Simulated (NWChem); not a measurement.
# ZrH₂Cl₂; SMILES [Cl][ZrH2][Cl]

```xyz
5

Zr     0.0000     0.0000    -0.4580
Cl     1.9782     0.0000     0.7595
Cl    -1.9782     0.0000     0.7595
H      0.0000    -1.4936    -1.5231
H      0.0000     1.4936    -1.5231
```
Atoms are numbered in this order, from 1.

Level: PBE0/def2-SVP with def2 effective core potentials on Zr (NWChem), optimised geometry, unscaled harmonic frequencies. def2 effective core potentials on Zr; no spin-orbit coupling.

Q: List the harmonic frequencies with IR intensities, and the thermochemistry.

A: 
```
frequency (cm⁻¹)  IR intensity (km/mol)
----------------  ---------------------
91                                  4.3
247                                37.0
382                                 5.3
397                                15.7
471                                 0.0
543                               243.2
585                               158.3
1734                              415.2
1758                              266.3
```

```
Quantity                                                                           Result
-----------------------------------------------------------------------  ----------------
zero-point energy                                                            8.9 kcal/mol
thermal correction to the enthalpy at 298.15 K (with zero-point energy)     12.8 kcal/mol
heat capacity Cv                                                         16.3 cal/(mol K)
entropy at 298.15 K and 1 atm (symmetry number 2)                        76.1 cal/(mol K)
```

Rigid rotor and harmonic oscillator; modes under 100 cm⁻¹ make the entropy uncertain.
